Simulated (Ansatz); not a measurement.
| atom | x (Å) | y (Å) | z (Å) |
| --- | --- | --- | --- |
| C | 1.4483 | -0.0032 | 0.2258 |
| C | 0.7280 | 1.2616 | -0.2170 |
| C | -0.7286 | 1.2655 | 0.2174 |
| C | -1.4648 | -0.0062 | -0.2303 |
| C | -0.7304 | -1.2525 | 0.2270 |
| C | 0.7204 | -1.2590 | -0.2228 |
| H | 1.5219 | -0.0080 | 1.3303 |
| H | 2.4918 | -0.0080 | -0.1418 |
| H | 0.7567 | 1.3298 | -1.3285 |
| H | 1.2564 | 2.1584 | 0.1431 |
| H | -1.2432 | 2.1583 | -0.1382 |
| H | -0.7608 | 1.3232 | 1.3399 |
| H | -1.5336 | 0.0073 | -1.3265 |
| H | -2.4905 | -0.0043 | 0.1548 |
| H | -1.2479 | -2.1678 | -0.1399 |
| H | -0.7608 | -1.3255 | 1.3212 |
| H | 1.2452 | -2.1525 | 0.1521 |
| H | 0.7734 | -1.3231 | -1.3337 |

Basis set: STO-3G (spherical functions). Left uncorrelated: 6 orbitals. Charge 0, multiplicity 1.

Computed with Ansatz (development build ahead of 0.2.0); each method stands on the lowest determinant of its kind that the runs found. Restricted open shells among the atoms or ions are ROHF, correlated in semicanonical orbitals with singles.

(1) Give the atomization energy at this shape (free ground-state atoms in the same class of orbitals less the molecule, no zero-point energy) of singlet C₆H₁₂ by RHF-MP2, RHF.

## Answers

(1)

```csv
method,atomization energy
RHF-MP2,1842.66 kcal/mol
RHF,1685.81 kcal/mol
```

This basis has no polarisation functions and is too small for such energies, which can lie far from measured ones in either direction.
